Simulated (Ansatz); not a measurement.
System: C₂H₇Si, net charge -1, singlet state. It need not be the lowest isomer of its formula. Whether it binds its extra electron was not tested at this geometry. SMILES: [SiH2-]CC
Coordinates optimised at B3LYP-D3(BJ)/def2-TZVP (Ansatz, a first-principles code):
```
C
H 1 1.0987
H 1 1.0987 2 105.26
C 1 1.5311 2 109.40 3 117.45
H 4 1.0937 1 110.35 2 -178.65
H 4 1.0937 5 106.57 1 119.82
H 4 1.1035 5 107.72 6 115.36
Si 1 1.9728 2 107.36 3 -114.16
H 8 1.5475 1 95.98 2 -170.89
H 8 1.5475 9 93.85 1 -96.44
```
Charge -1, spin multiplicity 1.

Parts of the frozen-core correlation energy in aug-cc-pV(T+d)Z (Ansatz, hartree). Frozen orbitals: 7; correlated occupied orbitals by spin: 10 and 10; virtual: 291 and 291. No spin-orbit coupling. Non-relativistic.

```json
[
 {"term": "reference (HF)", "value": "-368.74436"},
 {"term": "MP2 opposite-spin", "value": "-0.41105"},
 {"term": "MP2 same-spin", "value": "?"},
 {"term": "CCSD correlation", "value": "?"},
 {"term": "(T)", "value": "?"},
 {"term": "T1 diagnostic", "value": "0.013"},
 {"term": "largest doubles amplitude", "value": "0.029"}
]
```

Q: Fill in the missing entries.

A: 
- MP2 same-spin, value: -0.10349
- CCSD correlation, value: -0.56015
- (T), value: -0.02316
